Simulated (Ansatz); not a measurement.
Si24H30, a nanocrystal cut from hexagonal silicon. Charge 0, multiplicity 1. Geometry PBE-D4/def2-SVP; atoms count from 1.

Cartesian coordinates in Å:
```
Si -2.394 3.438 -1.387
Si -4.375 2.137 -1.335
Si 1.422 3.473 -0.777
Si 2.375 3.579 1.372
Si -0.542 2.157 -0.715
Si -0.930 1.347 1.456
Si -3.876 -0.050 -0.620
Si -2.903 0.037 1.521
Si 2.894 1.397 2.087
Si 0.929 0.084 2.142
Si 0.546 -0.708 4.322
Si -2.395 -2.138 2.259
Si -1.425 -2.022 4.401
Si 2.971 2.519 -2.271
Si -0.342 0.302 -2.144
Si -2.313 -1.011 -2.091
Si 3.489 0.340 -1.548
Si 4.448 0.440 0.600
Si 1.522 -0.969 -1.486
Si 1.117 -1.754 0.691
Si -1.798 -3.199 -1.395
Si -0.849 -3.075 0.754
Si 1.731 -2.813 -2.928
Si -0.233 -4.139 -2.882
H -2.537 4.625 -0.466
H -2.159 3.958 -2.784
H -5.371 2.768 -0.394
H -4.991 2.096 -2.712
H 1.058 4.864 -1.241
H 1.401 4.214 2.333
H 3.628 4.421 1.339
H -1.099 2.520 2.394
H -5.120 -0.906 -0.574
H -3.867 0.686 2.487
H 3.484 1.444 3.478
H 0.417 0.465 5.262
H 1.729 -1.532 4.766
H -3.654 -2.973 2.274
H -2.405 -1.409 5.372
H -1.091 -3.410 4.887
H 4.225 3.359 -2.318
H 2.380 2.471 -3.659
H -0.127 0.793 -3.557
H -2.891 -1.049 -3.487
H 4.465 -0.297 -2.511
H 5.706 1.275 0.563
H 4.813 -0.948 1.063
H 2.285 -2.607 1.129
H -3.063 -4.023 -1.341
H -0.469 -4.463 1.219
H 1.984 -2.321 -4.332
H 2.918 -3.642 -2.505
H -0.827 -4.214 -4.267
H 0.111 -5.540 -2.443
```

Single mean-field runs in def2-SVP are fitted with def2-universal-jkfit.

Q: Estimate the Mulliken populations of the heavy atoms from the PBE0/def2-SVP orbitals of Ansatz.

A: 
```json
{"atom": "Si1", "charge (e)": "0.14"}
{"atom": "Si2", "charge (e)": "0.09"}
{"atom": "Si3", "charge (e)": "-0.02"}
{"atom": "Si4", "charge (e)": "0.09"}
{"atom": "Si5", "charge (e)": "-0.27"}
{"atom": "Si6", "charge (e)": "0.04"}
{"atom": "Si7", "charge (e)": "-0.06"}
{"atom": "Si8", "charge (e)": "-0.02"}
{"atom": "Si9", "charge (e)": "-0.02"}
{"atom": "Si10", "charge (e)": "-0.27"}
{"atom": "Si11", "charge (e)": "0.14"}
{"atom": "Si12", "charge (e)": "-0.06"}
{"atom": "Si13", "charge (e)": "0.09"}
{"atom": "Si14", "charge (e)": "0.09"}
{"atom": "Si15", "charge (e)": "0.04"}
{"atom": "Si16", "charge (e)": "-0.02"}
{"atom": "Si17", "charge (e)": "-0.02"}
{"atom": "Si18", "charge (e)": "0.10"}
{"atom": "Si19", "charge (e)": "-0.27"}
{"atom": "Si20", "charge (e)": "0.04"}
{"atom": "Si21", "charge (e)": "-0.06"}
{"atom": "Si22", "charge (e)": "-0.02"}
{"atom": "Si23", "charge (e)": "0.14"}
{"atom": "Si24", "charge (e)": "0.09"}
```
Mulliken values and Mayer orders depend strongly on the basis.

Q: And the Mayer bond orders between bonded heavy atoms (over 0.3)?

A: Si1–Si2 0.94 (2.37 Å); Si1–Si5 0.94 (2.35 Å); Si2–Si7 0.94 (2.35 Å); Si3–Si4 0.94 (2.35 Å); Si3–Si5 0.90 (2.36 Å); Si3–Si14 0.94 (2.35 Å); Si4–Si9 0.94 (2.35 Å); Si5–Si6 0.93 (2.35 Å); Si5–Si15 0.93 (2.35 Å); Si6–Si8 0.92 (2.37 Å); Si6–Si10 0.93 (2.35 Å); Si7–Si8 0.93 (2.35 Å); Si7–Si16 0.93 (2.35 Å); Si8–Si12 0.93 (2.35 Å); Si9–Si10 0.90 (2.36 Å); Si9–Si18 0.94 (2.35 Å); Si10–Si11 0.94 (2.35 Å); Si10–Si20 0.93 (2.35 Å); Si11–Si13 0.94 (2.37 Å); Si12–Si13 0.94 (2.35 Å); Si12–Si22 0.93 (2.35 Å); Si14–Si17 0.94 (2.35 Å); Si15–Si16 0.92 (2.37 Å); Si15–Si19 0.93 (2.35 Å); Si16–Si21 0.93 (2.35 Å); Si17–Si18 0.94 (2.35 Å); Si17–Si19 0.90 (2.36 Å); Si19–Si20 0.93 (2.35 Å); Si19–Si23 0.94 (2.35 Å); Si20–Si22 0.92 (2.37 Å); Si21–Si22 0.93 (2.35 Å); Si21–Si24 0.94 (2.35 Å); Si23–Si24 0.94 (2.37 Å).
